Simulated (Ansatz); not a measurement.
`C[NH][GeH3]` + HI → `[GeH3][I]` + CH₃NH₂ at 298.15 K and 1 bar (ligand exchange at a Ge–N bond).

Calculated with Ansatz (gas phase, PBE0-D4/def2-TZVP geometries, no zero-point term in ΔE). CCSD(T)/CBS is the MP2 limit (def2-TZVPP, def2-QZVPP) plus CCSD(T) − MP2 in def2-TZVPP, frozen cores. Elements past krypton have def2 core potentials. For Ge, I outer-core shells are correlated without core-valence functions, which leaves a few kJ/mol of doubt a bond. Scalar relativity is left out up to krypton.

| species | CCSD(T)/CBS energy (Eh) | H − E (kJ/mol) | S (J/(mol·K)) |
| --- | --- | --- | --- |
| `C[NH][GeH3]` | -2173.06430 | 220.1 | 309.9 |
| HI | -298.03592 | 22.7 | 206.5 |
| `[GeH3][I]` | -2375.37957 | 75.1 | 283.9 |
| CH₃NH₂ | -95.75281 | 180.0 | 240.4 |

H − E and S are ideal-gas, rigid-rotor, harmonic terms from PBE0-D4/def2-TZVP, for one conformer and one mirror image of each species. 1 Eh = 2625.50 kJ/mol, R = 8.31446 J/(mol·K).

Question: By hand: ΔE, ΔH, ΔS and ΔG.

Answer: ΔE = (-2375.37957) + (-95.75281) − (-2173.06430) − (-298.03592) = -0.03216 Eh = -84.4 kJ/mol. Δ(H − E) = 75.1 + 180.0 − 220.1 − 22.7 = 12.3, so ΔH = -72.1 kJ/mol. ΔS = 283.9 + 240.4 − 309.9 − 206.5 = 7.9 J/(mol·K). ΔG = -72.1 − 298.15 × (7.9)/1000 = -74.5 kJ/mol.

Question: By hand: the equilibrium constant, and the temperature at which ΔG would vanish if ΔH and ΔS stayed fixed.

Answer: log₁₀ K = −ΔG/(RT ln 10) = 13.1. ΔH and −TΔS have one sign here, so there is no such temperature.

The number of gas molecules stays the same, so ΔS is small and ΔH decides. A doubt of 5 kJ/mol in ΔE shifts log₁₀ K by 0.9 here. Other conformers and mirror images would add mixing entropy, several J/(mol·K) or more a flexible species. These are equilibria of isolated gas molecules and say nothing of rates. Largest T1 diagnostic: 0.011 (customary marks: 0.02 for closed shells, 0.045 for open ones).

ΔS is within the doubt of such terms, so its sign, and with it that verdict, could turn.
